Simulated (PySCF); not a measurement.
Computed IR spectrum (relative IR intensity) of a molecule C₂H₈N₂Si₂. Geometry: PBE0-D3(BJ)/def2-SVP. The values are those of a single conformer. These are PBE0-D3(BJ)/def2-SVP (PySCF) values and carry that method's errors. Frequencies are harmonic and unscaled.

Lines under 2 % of the strongest are left out, and lines within 2 cm⁻¹ are merged.

```csv
ν (cm⁻¹),relative intensity
88,3.5
112,12
150,2.4
190,9.4
259,23
346,22
503,4.4
621,14
654,4.3
703,11
747,28
791,20
850,24
884,17
903,9.0
912,100
933,44
940,21
948,12
994,2.8
1051,35
1185,2.2
1266,3.5
1534,22
1644,2.4
2218,20
2223,48
2230,42
2235,48
3145,10.0
3636,21
3742,19
```

### Question
Which molecule gave these data?
(A) NC[Si@@H]1N=C[SiH2]1
(B) N[SiH2]C1=N[SiH2]C1
(C) CC1=N[Si@@H](N)[SiH2]1
(D) N[Si@@H]1C=N[C@H]1[SiH3]

### Answer
D, N[Si@@H]1C=N[C@H]1[SiH3]
